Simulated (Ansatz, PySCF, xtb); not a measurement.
Dimer: CH2O (SMILES C=O) (first 4 atoms) with H2Se (SMILES [SeH2]); geometry from B3LYP-D3(BJ)/def2-TZVP.
(charge 0, multiplicity 1):
```xyz
7

C      0.35370     0.06698    -0.32922
O      1.08377    -0.66807     0.27787
H      0.20414    -0.03382    -1.42102
H     -0.20388     0.87851     0.17370
Se     0.85551     0.68956     3.20346
H      0.41522    -0.71003     3.18420
H      0.20916     0.92501     4.50532
```

Counterpoise-corrected where a basis set is named; no monomer relaxation. Rows marked so take none.

Rows in 6-31G* carry no dispersion term and start afresh at each structure (6-31G* with six Cartesian d functions); the Pople sets are all-electron and without relativity.

Programs: Ansatz (Gaussian basis) for Hartree–Fock, density functionals and correlated methods; PySCF for 6-31G* rows, the dispersion terms; xtb for the GFN methods. Each number belongs to the level named beside it.

Q: One of these levels gives -3.82 kcal/mol for the interaction energy. Name it.
A. GFN2-xTB
B. B3LYP-D3(BJ)/def2-TZVPPD
C. HF/6-31G* (no counterpoise)

A: A, GFN2-xTB. The others give -1.48 (HF/6-31G* (no counterpoise)), -2.52 (B3LYP-D3(BJ)/def2-TZVPPD)

Ansatz is a quantum-chemistry and plane-wave program.
